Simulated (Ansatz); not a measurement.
`C=C([SiH3])CF` and `C=C(C=S)CF` differ in one atom or group.

Ansatz, PBE0-D4/def2-TZVP geometries, multiplicity 1. Each molecule was computed in one conformer, which needn't be the lowest.

```tsv
property	`C=C([SiH3])CF`
LUMO energy (ωB97M-V/def2-TZVPP) / eV	1.66
HOMO–LUMO gap (PBE0/def2-TZVPP) / eV	7.42
LUMO energy (B3LYP/def2-TZVPP) / eV	-0.66
HOMO energy (ωB97M-V/def2-TZVPP) / eV	-10.09
HOMO energy (PBE0/def2-TZVPP) / eV	-7.86
HOMO energy (B3LYP/def2-TZVPP) / eV	-7.64
```

Q: What does the change do to each property? (Estimate.)

A: The calculation gave: 
```
                             property  `C=C(C=S)CF`  shift
LUMO energy (ωB97M-V/def2-TZVPP) / eV         -0.81  -2.47
 HOMO–LUMO gap (PBE0/def2-TZVPP) / eV          3.86  -3.56
  LUMO energy (B3LYP/def2-TZVPP) / eV         -3.03  -2.37
HOMO energy (ωB97M-V/def2-TZVPP) / eV         -8.97   1.12
   HOMO energy (PBE0/def2-TZVPP) / eV         -6.72   1.14
  HOMO energy (B3LYP/def2-TZVPP) / eV         -6.48   1.16
```

With PBE0 the HOMO rises by 1.14 eV and the LUMO falls by 2.43 eV, so the gap narrows by about 3.57 eV. PBE moves the HOMO by 1.27 eV and ωB97M-V by 1.12 eV.

B3LYP here is the variant with VWN-RPA as its local correlation; programs differ in this.
